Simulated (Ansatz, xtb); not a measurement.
Two isomers of C5H7NO2

We compare a, `COc1coc(C)n1`, a singlet, with b, `COc1nc(C)co1`, a singlet. Both are isolated molecules in the gas phase, relaxed with r2SCAN-D4/def2-SVP; the shapes shown needn't be the lowest conformers.

a (Å):

```xyz
15

C    -2.8906   -0.0214    1.5008
C    -1.5630    1.1625   -0.0192
C    -0.9477    2.2170   -0.6425
C    -0.4275    0.3487   -1.6170
C     0.2429   -0.5079   -2.6220
N    -1.2240   -0.0118   -0.6474
O    -2.3770    1.2206    1.0412
O    -0.2155    1.6794   -1.6747
H    -2.0791   -0.7009    1.8078
H    -3.4838   -0.5229    0.7191
H    -3.5280    0.2154    2.3619
H    -0.9193    3.2923   -0.5047
H    -0.0284   -1.5539   -2.4363
H    -0.0614   -0.2321   -3.6444
H     1.3382   -0.4032   -2.5648
```

b (Å):

| atom | x (Å) | y (Å) | z (Å) |
| --- | --- | --- | --- |
| C | -1.8773 | -0.9795 | 1.8046 |
| C | -0.6292 | -0.2120 | 0.0169 |
| C | -1.0114 | 1.0634 | -1.6305 |
| C | -1.7822 | 1.9657 | -2.5264 |
| C | 0.2826 | 0.6460 | -1.7209 |
| N | -1.5894 | 0.4958 | -0.4945 |
| O | -0.6343 | -0.9591 | 1.1052 |
| O | 0.5354 | -0.1872 | -0.6463 |
| H | -2.6775 | -1.3719 | 1.1584 |
| H | -2.1548 | 0.0354 | 2.1284 |
| H | -1.7251 | -1.6333 | 2.6712 |
| H | -2.6674 | 1.4482 | -2.9301 |
| H | -1.1660 | 2.3141 | -3.3670 |
| H | -2.1483 | 2.8442 | -1.9710 |
| H | 1.1065 | 0.8137 | -2.4084 |

Q: Estimate E(b) − E(a) at the level CCSD(T)/def2-SVP + ΔMP2/def2-TZVPP.

A: Calculated at CCSD(T)/def2-SVP + ΔMP2/def2-TZVPP: E(b) − E(a) = −4.0 kcal/mol, so structure b lies lower.

Level by level:

```json
{"level": "GFN2-xTB", "geometry": "GFN2-xTB", "E(b) − E(a) (kcal/mol)": "−2.9", "departure from the last row (kcal/mol)": "+1.1", "job, with rough time for the two": "optimisation, 0.42 s"}
{"level": "HF/STO-3G", "geometry": "GFN2-xTB", "E(b) − E(a) (kcal/mol)": "−2.0", "departure from the last row (kcal/mol)": "+1.9", "job, with rough time for the two": "single point, 1.7 s"}
{"level": "r2SCAN-D4/def2-SVP//GFN2-xTB", "geometry": "GFN2-xTB", "E(b) − E(a) (kcal/mol)": "−3.0", "departure from the last row (kcal/mol)": "+1.0", "job, with rough time for the two": "single point, 10 s"}
{"level": "r2SCAN-D4/def2-SVP", "geometry": "r2SCAN-D4/def2-SVP", "E(b) − E(a) (kcal/mol)": "−3.1", "departure from the last row (kcal/mol)": "+0.9", "job, with rough time for the two": "optimisation, 82 s"}
{"level": "HF/def2-SVP", "geometry": "r2SCAN-D4/def2-SVP", "E(b) − E(a) (kcal/mol)": "−5.7", "departure from the last row (kcal/mol)": "−1.7", "job, with rough time for the two": "part of the CCSD(T) run"}
{"level": "MP2/def2-SVP", "geometry": "r2SCAN-D4/def2-SVP", "E(b) − E(a) (kcal/mol)": "−3.9", "departure from the last row (kcal/mol)": "+0.1", "job, with rough time for the two": "part of the CCSD(T) run"}
{"level": "CCSD(T)/def2-SVP", "geometry": "r2SCAN-D4/def2-SVP", "E(b) − E(a) (kcal/mol)": "−3.9", "departure from the last row (kcal/mol)": "+0.1", "job, with rough time for the two": "single point"}
{"level": "CCSD(T)/def2-SVP + ΔMP2/def2-TZVPP", "geometry": "r2SCAN-D4/def2-SVP", "E(b) − E(a) (kcal/mol)": "−4.0", "departure from the last row (kcal/mol)": "", "job, with rough time for the two": "single point, 5.1 min"}
```

As drawn, both hold the same kinds of bond in the same numbers.

The levels shown agree on the order. The largest departure from CCSD(T)/def2-SVP + ΔMP2/def2-TZVPP is that of HF/STO-3G, 1.9 kcal/mol. The last row adds to CCSD(T) the change of the MP2 difference between the two basis sets, here −0.1 kcal/mol.

With thermal terms from frequencies at re-optimised GFN2-xTB minima (ideal gas, soft modes damped towards free rotors, one conformer each, 298.15 K, 1 atm): the zero-point term adds +0.3 kcal/mol; ΔH is −3.8 and ΔG −3.6 kcal/mol.

The correlated steps freeze 8 core orbitals. Codes used: Ansatz 0.2.0, xtb 6.7.1; the last row on 2 threads of Intel(R) Xeon(R) Processor @ 2.50GHz (Skylake/Cascade Lake) on a shared host.
